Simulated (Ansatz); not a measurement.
Born–Oppenheimer molecular dynamics of BFH5NO (9 atoms, charge 0, multiplicity 1). It starts at the highest image of a converged band. Of that band: The profile has 2 maxima (images 2, 5) with wells between them (image 4): this band takes more than one step, which may be the mechanism or a detour left from its start path. Neighbouring images differ by up to 2.8 eV, so the band resolves the path poorly. A vibrational analysis at the climbing image gives one clearly imaginary mode, 1380i cm⁻¹: a first-order saddle point.

These are results of Ansatz 0.2.0, RKS BHLYP-D4/6-31G*, not measurements.

- ensemble: NVE (velocity Verlet)
- time step: 0.5 fs
- steps asked: 200
- starting velocities drawn for: 100 K
- seed: 9045

Frames 0.5 fs apart, positions in Å.

Velocities at 10 fs (Å/ps):

```
B -0.57 -7.21 10.18
F 1.38 -1.39 -2.36
O -1.51 1.70 0.15
H 4.44 1.87 1.39
N 0.47 1.06 -1.89
H -8.46 10.81 -3.42
H -7.43 -8.60 -4.74
H 7.79 22.35 -4.21
H 1.07 35.42 -29.82
```

```xyz
9
Properties=species:S:1:pos:R:3 time_fs=10 energy_less_start_eV=-0.175 T=294
B -0.056 0.198 -0.004
F -0.212 0.272 1.636
O 1.161 -0.385 -0.226
H 1.193 -0.747 -1.106
N -1.211 -0.056 -0.792
H -1.423 -1.002 -0.998
H -2.046 0.482 -0.644
H 0.053 1.618 0.071
H 0.041 1.385 0.795
9
Properties=species:S:1:pos:R:3 time_fs=10.5 energy_less_start_eV=-0.220 T=344
B -0.056 0.194 0.002
F -0.211 0.271 1.635
O 1.161 -0.384 -0.226
H 1.195 -0.747 -1.105
N -1.210 -0.055 -0.793
H -1.427 -0.998 -1.000
H -2.050 0.478 -0.646
H 0.057 1.631 0.067
H 0.041 1.403 0.781
9
Properties=species:S:1:pos:R:3 time_fs=11 energy_less_start_eV=-0.282 T=413
B -0.057 0.190 0.008
F -0.211 0.270 1.633
O 1.160 -0.383 -0.226
H 1.198 -0.746 -1.106
N -1.210 -0.054 -0.794
H -1.431 -0.995 -1.002
H -2.053 0.473 -0.648
H 0.062 1.646 0.059
H 0.042 1.423 0.769
9
Properties=species:S:1:pos:R:3 time_fs=11.5 energy_less_start_eV=-0.362 T=501
B -0.057 0.185 0.015
F -0.210 0.269 1.631
O 1.159 -0.382 -0.226
H 1.201 -0.745 -1.107
N -1.210 -0.053 -0.795
H -1.436 -0.993 -1.005
H -2.056 0.468 -0.649
H 0.067 1.664 0.047
H 0.042 1.444 0.760
9
Properties=species:S:1:pos:R:3 time_fs=12 energy_less_start_eV=-0.453 T=600
B -0.057 0.180 0.022
F -0.209 0.268 1.629
O 1.158 -0.381 -0.226
H 1.204 -0.744 -1.108
N -1.210 -0.052 -0.796
H -1.440 -0.994 -1.008
H -2.059 0.464 -0.651
H 0.073 1.684 0.032
H 0.042 1.467 0.752
9
Properties=species:S:1:pos:R:3 time_fs=12.5 energy_less_start_eV=-0.547 T=704
B -0.058 0.175 0.030
F -0.209 0.267 1.627
O 1.157 -0.380 -0.226
H 1.208 -0.743 -1.109
N -1.209 -0.050 -0.797
H -1.444 -0.996 -1.011
H -2.061 0.459 -0.651
H 0.079 1.707 0.014
H 0.042 1.491 0.745
9
Properties=species:S:1:pos:R:3 time_fs=13 energy_less_start_eV=-0.641 T=808
B -0.058 0.169 0.039
F -0.208 0.266 1.624
O 1.156 -0.379 -0.226
H 1.211 -0.742 -1.111
N -1.209 -0.049 -0.798
H -1.448 -0.998 -1.015
H -2.063 0.455 -0.652
H 0.086 1.730 -0.006
H 0.042 1.517 0.737
9
Properties=species:S:1:pos:R:3 time_fs=13.5 energy_less_start_eV=-0.733 T=911
B -0.059 0.163 0.049
F -0.207 0.264 1.621
O 1.155 -0.378 -0.226
H 1.214 -0.740 -1.112
N -1.209 -0.047 -0.799
H -1.450 -1.001 -1.019
H -2.065 0.451 -0.651
H 0.092 1.755 -0.025
H 0.042 1.546 0.728
9
Properties=species:S:1:pos:R:3 time_fs=14 energy_less_start_eV=-0.830 T=1018
B -0.059 0.157 0.060
F -0.207 0.263 1.617
O 1.154 -0.377 -0.226
H 1.218 -0.737 -1.113
N -1.208 -0.045 -0.800
H -1.452 -1.004 -1.022
H -2.067 0.447 -0.650
H 0.099 1.781 -0.043
H 0.043 1.577 0.717
9
Properties=species:S:1:pos:R:3 time_fs=14.5 energy_less_start_eV=-0.937 T=1137
B -0.060 0.150 0.071
F -0.206 0.262 1.613
O 1.153 -0.375 -0.226
H 1.220 -0.734 -1.114
N -1.208 -0.044 -0.800
H -1.453 -1.006 -1.026
H -2.069 0.445 -0.648
H 0.105 1.807 -0.060
H 0.043 1.611 0.703
9
Properties=species:S:1:pos:R:3 time_fs=15 energy_less_start_eV=-1.058 T=1271
B -0.061 0.143 0.083
F -0.205 0.260 1.609
O 1.152 -0.374 -0.226
H 1.223 -0.730 -1.114
N -1.208 -0.042 -0.801
H -1.452 -1.007 -1.030
H -2.070 0.442 -0.645
H 0.112 1.834 -0.074
H 0.044 1.647 0.686
9
Properties=species:S:1:pos:R:3 time_fs=15.5 energy_less_start_eV=-1.193 T=1419
B -0.063 0.135 0.095
F -0.205 0.259 1.604
O 1.151 -0.373 -0.226
H 1.226 -0.726 -1.114
N -1.207 -0.040 -0.802
H -1.450 -1.006 -1.033
H -2.072 0.441 -0.642
H 0.119 1.861 -0.086
H 0.046 1.686 0.665
```

Of the whole run (100 fs, mean temperature of the second half 2361 K): The conserved energy stayed within 0.33 meV per atom of its start (net change -0.15 meV per atom), so the integration is sound. The kinetic energy rose, since the run started high on the potential surface and went downhill. It ends in pieces (BFH3NO + H2), so much of that is their flight and rotation, not heat. A run of 0.1 ps of so small a system gives no equilibrium averages. The orbitals stay closed-shell, which can raise the energy where a bond breaks towards radicals; this wasn't checked here.

Time of the run: 7.9 min on 1 thread of Arm Neoverse V1 (shared host), peak memory 0.12 GiB.
